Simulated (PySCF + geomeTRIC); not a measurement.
These are BP86-D3(BJ)/def2-SVP in PySCF + geomeTRIC values and carry that method's errors. fastk is a local helper that only speeds up exchange builds. No frequencies were computed at this level.

```python
import json, numpy as np
from pyscf import gto, dft
from fastk import lowrank_exchange
atoms = """
Nb    -0.000002    -0.000020    -0.000015
Cl    -1.635841     0.962958    -1.306633
Cl     0.341048    -1.570894    -1.584725
Cl     1.174362     1.927176    -0.049930
Cl     1.635842    -0.962987     1.306616
Cl    -1.515410    -0.356241     1.634682
"""
def scf(charge, spin, dm0=None):
    mol = gto.M(atom=atoms, basis='def2-svp', ecp={'Nb': 'def2-svp'}, charge=charge, spin=spin, verbose=3, max_memory=7560)
    mf = dft.KS(mol, xc='bp86').density_fit(auxbasis="def2-universal-jkfit")
    mf.disp = 'd3bj'
    mf.grids.level = 3
    mf.conv_tol = 1e-8
    mf.max_cycle = 120
    mf.level_shift = 0.25
    mf.kernel(dm0)
    if not mf.converged:
        mf = mf.newton().run(mf.mo_coeff, mf.mo_occ).undo_soscf()
    return mf
mf = scf(0, 0)
from pyscf.geomopt.geometric_solver import kernel as optimize
path = []
done, mol = optimize(mf, maxsteps=120, assert_convergence=False, callback=lambda env: path.append((env["energy"], bool(env["g_scanner"].converged))))
res = dict(converged=bool(done and path[-1][1]), energy=path[-1][0], path=[e for e, c in path], xyz=mol.atom_coords(unit="Angstrom").tolist(), nao=mol.nao)
json.dump(res, open("result.json", "w"))
```

Output:

```
converged SCF energy = -2357.88117507245
Geometry optimization cycle 1
converged SCF energy = -2357.88117509771
cycle 1: E = -2357.8811751  dE = -2357.88  norm(grad) = 0.0290321
Geometry optimization cycle 2
converged SCF energy = -2357.88299942037
cycle 2: E = -2357.88299942  dE = -0.00182432  norm(grad) = 0.00812674
Geometry optimization cycle 3
converged SCF energy = -2357.88318279685
cycle 3: E = -2357.8831828  dE = -0.000183376  norm(grad) = 0.000679815
Geometry optimization cycle 4
converged SCF energy = -2357.88318312365
cycle 4: E = -2357.88318312  dE = -3.26806e-07  norm(grad) = 0.000363138
Geometry optimization cycle 5
converged SCF energy = -2357.88318462418
cycle 5: E = -2357.88318462  dE = -1.50053e-06  norm(grad) = 0.000288407
Geometry optimization cycle 6
converged SCF energy = -2357.88318547587
cycle 6: E = -2357.88318548  dE = -8.51684e-07  norm(grad) = 0.000646694
<class 'geometric.internal.Distance'> : 5
<class 'geometric.internal.Angle'> : 5
<class 'geometric.internal.LinearAngle'> : 2
<class 'geometric.internal.OutOfPlane'> : 4
<class 'geometric.internal.TranslationX'> : 1
<class 'geometric.internal.TranslationY'> : 1
<class 'geometric.internal.TranslationZ'> : 1
<class 'geometric.internal.RotationA'> : 1
<class 'geometric.internal.RotationB'> : 1
<class 'geometric.internal.RotationC'> : 1
Step    0 : Gradient = 1.185e-02/1.331e-02 (rms/max) Energy = -2357.8811750977
Step    1 : Displace = 4.030e-02/4.612e-02 (rms/max) Trust = 1.000e-01 (=) Grad = 3.318e-03/3.880e-03 (rms/max) E (change) = -2357.8829994204 (-1.824e-03) Quality = 0.675
Step    2 : Displace = 9.009e-03/1.137e-02 (rms/max) Trust = 1.000e-01 (=) Grad = 2.775e-04/3.373e-04 (rms/max) E (change) = -2357.8831827968 (-1.834e-04) Quality = 1.093
Step    3 : Displace = 2.431e-03/3.637e-03 (rms/max) Trust = 1.414e-01 (+) Grad = 1.483e-04/1.981e-04 (rms/max) E (change) = -2357.8831831237 (-3.268e-07) Quality = 0.089
Step    4 : Displace = 1.290e-03/1.925e-03 (rms/max) Trust = 1.216e-03 (-) Grad = 1.177e-04/1.436e-04 (rms/max) E (change) = -2357.8831846242 (-1.501e-06) Quality = 0.801
Step    5 : Displace = 1.104e-03/1.523e-03 (rms/max) Trust = 1.719e-03 (+) Grad = 2.640e-04/3.177e-04 (rms/max) E (change) = -2357.8831854759 (-8.517e-07) Quality = 0.196
Converged! =D
```

Cost: roughly 2.4 core-minutes.
